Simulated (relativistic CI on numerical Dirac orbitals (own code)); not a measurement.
## Hyperfine structure of Pt XVII, mass number 195

Calculated at this level of theory: Dirac-Coulomb-Breit CI, separate exchange-only KLI orbitals for each configuration, model QED, unscaled Slater integrals (own radial code, finite nucleus).

Configurations in the expansion (outside the closed core [Kr] 4d10): 4f14 5s2, 4f14 5s 5p, 4f13 5s2 5p, 4f14 5s 5d, 4f14 5s 5f, 4f13 5s2 5d, 4f14 5p 5d, 4f14 5s 5g, 4f14 5p2, 4f13 5p3, 4f13 5p2 5d, 4f14 5d2, 4f13 5p 5d2, 4f13 5d3. Double excitations out of closed p, d and f shells are left out; levels of such configurations are missing from the list, as are those of other unlisted configurations, and high levels can miss mixing partners.

Nuclear spin I = 1/2, μ = 0.6073 μN (tables of Stone and Pyykkö). The electronic factors are computed for point nuclear moments, without core polarisation or the Bohr-Weisskopf and QED corrections.

| Level | E (eV) | A (GHz) |
| --- | --- | --- |
| 4f13 5s2 5p 3D_3 | 34.9522 | -15.81 |
| 4f14 5s 5p 3P°_1 | 37.2773 | 299.3 |
| 4f13 5s2 5p 3G_3 | 38.4101 | 28.67 |
| 4f14 5s 5p 3P°_2 | 55.6270 | 134 |
| 4f13 5s2 5p 3G_5 | 55.8420 | 6.274 |
| 4f13 5s2 5p 3D_2 | 56.2676 | -3.153 |
| 4f13 5s2 5p 3F_4 | 58.0515 | 4.985 |
| 4f13 5s2 5p 3D_1 | 58.3012 | -2.968 |

Levels with J = 0, under 50 % of one LS term, or S terms without an open s electron are left out. Small factors come from cancelling terms and can be off by tens of per cent or more.

At this charge transitions that keep the count of f electrons are usually good to a few per cent. Levels that differ in their count of f electrons can be misplaced by several ten thousand cm⁻¹, since the correlation energy of f electrons is missing or only estimated; rates across such gaps can be off by orders of magnitude.

**Question.** Give the hyperfine levels of 4f13 5s2 5p 3D_3 relative to its centre of gravity.

**Answer.** With K = F(F + 1) − I(I + 1) − J(J + 1), E = AK/2: F = 5/2: 31.62, F = 7/2: -23.71 GHz.

LS names give the leading component of a level, which can be under half, so a name can repeat, a term be missing and a line seem to break the LS rules.
